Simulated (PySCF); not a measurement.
Al(OH)2 (AlH2O2), SMILES [OH][Al+][OH], charge +1. Atoms are numbered in the order given.

```xyz
5

Al     0.0000     0.0000     0.0095
O     -0.0611     1.6011    -0.0159
H      0.3157     2.4785     0.0655
O      0.0611    -1.6011    -0.0159
H     -0.3157    -2.4785     0.0655
```
Charge +1, spin multiplicity 1.

The structure is a stationary point at B3LYP-D3(BJ)/def2-TZVP. The multiplicity is an assumed one; other spin states were not compared. The isomer is the one that the SMILES or the coordinates give; other isomers of the formula were not compared. One conformer was computed; it need not be the lowest.

Method: B3LYP-D3(BJ)/def2-TZVP run with PySCF 2.14.0.

Frequencies are harmonic and unscaled.

List the normal modes with their intensities. (An estimate is asked for; the answer gives what the named calculation found.)


| mode | ν (cm⁻¹) | IR (km/mol) | moving atoms (share of kinetic energy) |
|---|---|---|---|
| 1 | 62 | 341.3 | H 43 %, O 35 %, Al 22 % |
| 2 | 181 | 203.3 | Al 47 %, O 45 % |
| 3 | 223 | 3.7 | H 53 %, Al 33 %, O 14 % |
| 4 | 234 | 175.5 | H 89 %, Al 8 % |
| 5 | 239 | 11.4 | H 82 %, O 17 % |
| 6 | 847 | 0.3 | O 89 %, H 11 % |
| 7 | 1242 | 175.9 | Al 55 %, O 40 % |
| 8 | 3908 | 896.7 | H 94 % |
| 9 | 3915 | 2.7 | H 93 % |
